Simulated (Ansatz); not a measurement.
The same path of CH$_{8}$BNOSi (13 atoms, charge 0, multiplicity 1) was run twice with different band settings. Lost on the way: B1–H7. Made: N2–H7.

Theory: RKS PBE-D4/6-31G (Ansatz 0.2.0).

Relaxed end points:

```xyz
13
Properties=species:S:1:pos:R:3
B -1.597 2.122 0.872
N -0.759 1.006 1.122
Si 0.492 0.384 -0.011
O -0.027 -1.215 -0.491
C 0.902 -2.199 -1.031
H -2.415 2.444 1.697
H -1.467 2.734 -0.158
H -0.891 0.484 1.993
H 0.549 1.380 -1.146
H 1.841 0.230 0.680
H 1.151 -1.980 -2.086
H 0.399 -3.175 -0.980
H 1.843 -2.250 -0.446
```

```xyz
13
Properties=species:S:1:pos:R:3
B -1.427 2.551 1.087
N -1.406 0.980 0.969
Si 0.397 0.296 0.274
O 1.281 -1.216 -0.024
C 0.985 -2.075 -1.163
H -0.368 3.023 0.647
H -2.167 0.699 0.330
H -1.629 0.566 1.886
H 0.359 1.150 -0.991
H 1.224 0.927 1.366
H 0.881 -1.502 -2.106
H 0.060 -2.659 -0.997
H 1.831 -2.773 -1.263
```

Common settings: movable images 5; climbing image yes; spring 5.0 eV/Å²; start path through a guess of the saddle point; force threshold 0.05 eV/Å; iteration limit 60; end points relaxed.

| run | optimiser | largest step |
| --- | --- | --- |
| 1 | quadratic models (default) | default |
| 2 | fire | 0.5 Å |

(1) What does each run give, and how far can it be trusted?

Answers

(1) Run 1: converged after 60 iterations, highest image 4.522 eV above the first end. Beside the main top the profile has a ripple of under 15 meV (maxima at images 1, 4), which may be a very shallow well or noise. Neighbouring images differ by up to 4.5 eV, so the band resolves the path poorly. A vibrational analysis at the climbing image gives one clearly imaginary mode, 53i cm⁻¹: a first-order saddle point.
Run 2: not converged after 60 iterations, highest image 4.522 eV above the first end. The band didn't meet its force threshold, so its energies are provisional: the largest band force was still 0.60 eV/Å, and over the last iterations the top stayed at 4.52 eV.
The orbitals stay closed-shell, which can raise the energy where a bond breaks towards radicals; this wasn't checked here. Limits of this set-up: no polarisation functions.
